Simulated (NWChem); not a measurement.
Molecule: C2H8OSi; SMILES C[SiH](C)O

```xyz
12

Si     0.0925    -0.0001     0.3472
C     -0.8404    -1.5382    -0.1885
C     -0.8365     1.5402    -0.1888
O      1.6598    -0.0022    -0.2445
H      0.2633    -0.0002     1.8290
H     -0.9850    -1.5659    -1.2810
H     -0.2976    -2.4500     0.1052
H     -1.8380    -1.5726     0.2786
H     -0.2913     2.4507     0.1047
H     -0.9811     1.5681    -1.2813
H     -1.8340     1.5772     0.2783
H      1.7619    -0.0029    -1.2000
```
Atoms are numbered in this order, from 1.

Coordinates come from a PBE0/def2-SVP optimisation. B3LYP is NWChem's, with the RPA form of VWN correlation.

Q: Give the principal values of the shielding tensors (ppm) of Si1, C2, O4 from B3LYP/6-31G* (spherical d), GIAO (NWChem), with their diamagnetic and paramagnetic parts as GIAO splits them.

A: 
```tsv
atom	σ11	σ22	σ33	isotropic	diamagnetic	paramagnetic
Si1	369.5	400.6	440.4	403.5	882.5	-479.0
C2	178.4	189.5	194.6	187.5	251.6	-64.1
O4	283.6	294.7	310.9	296.4	391.5	-95.1
```
